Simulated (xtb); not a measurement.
Input for xtb: GFN2-xTB on Al, 2S+1 = 2, a spin state set in the input, which need not be the lowest.

```
$ xtb mol.xyz --gfn 2 --sp --chrg 0 --uhf 1
1

Al     0.00000000     0.00000000     0.00000000
```

Q: What total energy does the run end on?

A: -0.9053 hartree.
